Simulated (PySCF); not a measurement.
Species: C5H11NOSi2.
Atom-mapped SMILES: `[CH3:1][c:2]1[cH:3][cH:4][o:5][c:6]1[SiH2:7][NH:8][SiH3:9]`

Geometry (PBE0-D3(BJ)/def2-SVP, Å), atoms numbered from 1 in this order:
```
atom  x, y, z in Å
C1    -2.2775    1.3126   -0.4722
C2    -1.6026    0.0463   -0.0652
C3    -2.0449   -1.2815   -0.3728
C4    -1.1316   -2.1249    0.1847
O5    -0.1700   -1.4330    0.8099
C6    -0.4444   -0.0979    0.6656
Si7    0.8011    1.0853    1.3826
N8     2.3721    0.5953    0.8232
Si9    2.7663   -0.4434   -0.5210
H10   -3.2681    1.4036    0.0012
H11   -2.4348    1.3416   -1.5617
H12   -1.6876    2.1948   -0.1903
H13   -2.9297   -1.5644   -0.9399
H14   -1.0433   -3.2087    0.2134
H15    0.8055    1.0747    2.8786
H16    0.3942    2.4592    0.9502
H17    3.1572    0.8787    1.4032
H18    3.0052   -1.8687   -0.1298
H19    4.0217    0.0512   -1.1693
H20    1.6480   -0.3989   -1.5063
```

Definitions: NICS(0) = −σiso at the ring centroid; NICS(1) = −σiso and NICS(1)zz = −σzz at ±1 Å along the ring normal z. Level: GIAO PBE0/pcSseg-1 (PySCF, non-relativistic, gas phase) on the PBE0-D3(BJ)/def2-SVP geometry, one conformer.

Ring bond lengths (Å), with Mayer bond orders in brackets: C2–C3 1.433 (1.27), C3–C4 1.362 (1.58), C4–O5 1.340 (1.11), O5–C6 1.371 (0.96), C6–C2 1.377 (1.53).

Task: What do the NICS probes read (ppm)?

Result: 
```
          ring                                               type  NICS(0)  NICS(1), two faces  NICS(1)zz, two faces  rms pucker (Å)  centre to ring atoms, mean (Å)
C2–C3–C4–O5–C6  5-membered ring with O; formal bonds all aromatic    -11.2       -10.2 / -10.3         -25.9 / -25.7            0.00                            1.17
```

Task: What do they say, and how far can they be read as aromaticity?

Result: 
- C2–C3–C4–O5–C6: mean NICS(1)zz -25.8 ppm, shielded. The ring is flat and has no four-coordinate atom; by the NICS criterion it is aromatic.

Task: How equal are the bonds by HOMA? HOMA takes Krygowski's 1993 parameters.

Result: 
- C2–C3–C4–O5–C6: HOMA 0.33; the largest term is that of O5–C6, α(R − Ropt)² = 1.76.

Task: What are the shieldings of the ring atoms and their hydrogens in the same run (means over atoms taken as equivalent)?

Result: 
| atoms | environment | σ isotropic (ppm) | principal values of the symmetric part, first atom (ppm) |
| --- | --- | --- | --- |
| C2 | substituted aromatic carbon | 41.1 | -53.8, 28.8, 148.4 |
| C3 | aromatic CH carbon | 66.1 | -18.4, 67.0, 149.6 |
| C4 | aromatic CH next to a ring oxygen | 31.5 | -49.7, 36.9, 107.4 |
| O5 | furan-type oxygen | 19.6 | -120.0, -65.7, 244.6 |
| C6 | substituted aromatic carbon | 34.0 | -35.0, 32.2, 104.8 |
| H13 | aromatic hydrogen | 24.78 | 22.7, 25.3, 26.3 |
| H14 | aromatic hydrogen | 23.58 | 20.8, 24.4, 25.6 |

Task: How do the values depend on the level or the medium?

Result: 
```
                                   level  NICS(0), C2–C3–C4–O5–C6  mean NICS(1)zz, C2–C3–C4–O5–C6
                      PBE0/pcSseg-1, gas                    -11.2                           -25.8
                   wB97X-D/pcSseg-1, gas                    -10.9                           -25.7
PBE0/pcSseg-1, IEF-PCM dimethylsulfoxide                    -11.0                           -25.8
  PBE0/pcSseg-1, IEF-PCM tetrahydrofuran                    -11.0                           -25.8
```

The geometry is the same throughout; the continuum's cavity takes Bondi-type radii × 1.2.
